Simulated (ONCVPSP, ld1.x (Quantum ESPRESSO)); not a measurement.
Pseudopotentials across the periodic table

Generated with ld1.x 7.5 (TM, RRKJ, ultrasoft, PAW), atompaw 4.2 or ONCVPSP 4.0.1. The cutoff is in Ry: for ld1.x and atompaw files where the sum of valence levels is converged to 10 mRy in a Bessel basis, for ONCV files where the hardest occupied wave has 1 mHa per electron of residual kinetic energy. The error is the largest all-electron minus pseudo excitation energy over each file’s own four to seven test configurations (ionisations up to +4, promotions, holes and added fractions of an electron), all of which were solved. The labels leave out finer settings (local radius, basis sizes, second energies), which also bear on the numbers. Spin-polarised tests are not counted. The rows are a selection from randomly drawn settings: files with unsolved tests, undetermined cutoffs or missed reference levels are left out.

A true bound ghost makes a file unfit for plane-wave use even where its test errors are small: the radial tests pick states by their node count and pass the ghost by.

```csv
element,potential,cutoff (Ry),largest error (meV),bound ghosts
He,"ONCV, LDA (Perdew-Wang 92), scalar-relativistic, rc 0.60/0.60 (sp), local smoothed, core correction no, reference 1s2, qcut 12.8/14, projectors 2/2",132,+8.4,none
Ga,"ONCV, PBE, scalar-relativistic, rc 1.25/1.35/0.90 (spd), local smoothed, core correction yes, reference 3s2 3p6 3d10 4s1.75 4p1.25, qcut 8.2/12.5/13.9, projectors 2/2/2",386,+16,none
Ge,"ONCV, PW91, scalar-relativistic, rc 1.90/0.90/0.90/2.00 (spdf), local d, core correction yes, reference 3p6 3d10 4s2 4p1.75, qcut 2.9/14.3/14.8/6.5, projectors 2/2/0/2",225,+2.6,"s, f"
Pd,"ONCV, PBE, scalar-relativistic, rc 1.60/1.50/1.15 (spd), local smoothed, core correction yes, reference 4s2 4p6 4d9.5, qcut 8.8/9.8/9.4, projectors 2/3/2",65,+0.9,none
Ag,"ONCV, LDA (Perdew-Wang 92), fully relativistic, rc 1.00/1.65/1.50 (spd), local smoothed, core correction yes, reference 4s2 4p6 4d10, qcut 7.5/10/11.8, projectors 3/2/1",254,+15,s
In,"TM, LDA (PZ), scalar-relativistic, rc 1.90/2.60/1.78/2.80 (spdf), local smoothed, core correction no, reference 4d10 5s2 5p0",70,-171,none
Sb,"ONCV, PBE, scalar-relativistic, rc 2.00/2.00 (sp), local p, core correction yes, reference 5s2 5p3, qcut 3.3/4.2, projectors 2/0",23,-145,none
```

(1) Fill in the row for In: TM, PBEsol, fully relativistic, rc 1.90/2.95/3.10 (spd), local smoothed, core correction yes, reference 5s1 5p2.

Results:

(1) cutoff 10 Ry, largest error -135 meV, bound ghosts: s.
